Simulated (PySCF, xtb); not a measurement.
C2H3AlClF, SMILES C=[CH][Al]([F])[Cl]. The values are those of a single conformer.

Harmonic wavenumbers (cm⁻¹) from GFN2-xTB (xtb) at its own minimum, in rising order: 77, 99, 157, 208, 273, 438, 461, 670, 781, 924, 969, 1031, 1220, 1397, 1622, 2975, 3044, 3070.

### Question
What does PBE0-D3(BJ)/def2-SVP run with PySCF give at its own minimum? (An estimate is asked for; the answer gives what the named calculation found.)

### Answer
87, 104, 204, 227, 306, 476, 479, 700, 896, 993, 1019, 1055, 1263, 1418, 1662, 3129, 3163, 3225. Paired by order, the mean absolute difference is 55 cm⁻¹ and the zero-point energies are 27.8 and 29.2 kcal/mol.
